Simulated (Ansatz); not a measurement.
# Abstraction of F: C2HF3Ge + C2H5Sn → C2HF2Ge + C2H5FSn

Gas-phase species: C2HF3Ge `C#[C][Ge]([F])([F])[F]`, singlet; C2H5Sn `C=[CH][SnH2]`, doublet; C2HF2Ge `C#[C][Ge]([F])[F]`, doublet; C2H5FSn `C=[CH][SnH2][F]`, singlet. A radical takes F: the energy is the difference in strength between the Ge–F bond broken and the Sn–F bond made.

Shapes, held fixed at every level: PBE0-D4/def2-TZVP. Flexible molecules stand in one conformer, not always the lowest. Programs: Ansatz 0.2.0. The zero-point and thermal change to 298 K, harmonic and unscaled (PBE0-D4/def2-TZVP), is +1.0 kJ/mol.

```tsv
level	kind	ΔH(298 K) (kJ/mol)	less CCSD(T)/def2-TZVPP
MP2/def2-SVP	perturbation theory	+62.1	-4.1
MP2/def2-TZVPP	perturbation theory	+55.5	-10.7
PBE-D4/def2-TZVPP	GGA	+38.5	-27.7
r2SCAN-D4/def2-TZVPP	meta-GGA	+50.1	-16.1
BHLYP-D4/def2-TZVPP	global hybrid	+55.0	-11.2
r2SCAN0-D4/def2-TZVPP	global hybrid	+58.4	-7.8
wB97X-V/def2-TZVPP	range-separated hybrid	+47.9	-18.3
CCSD(T)/def2-TZVPP	coupled cluster or CI	+66.2	0.0
```

The highest level, CCSD(T)/def2-TZVPP, gives ΔH(298 K) = +66.2 kJ/mol; the levels span +38.5 to +66.2. The column of differences is taken from that level and isn't an error. No measured value is set beside it here. Spin contamination: C2H5Sn (⟨S²⟩ up to 0.83). Open shells run unrestricted. For atoms past krypton def2 sets carry core potentials with scalar relativity. Relativity is left out for Ge. Outer-core shells of Ge, Sn are correlated, in sets that cover them unevenly. CCSD(T)/def2-TZVPP lies outside the range of the other correlated levels here, so it shouldn't be taken on trust.
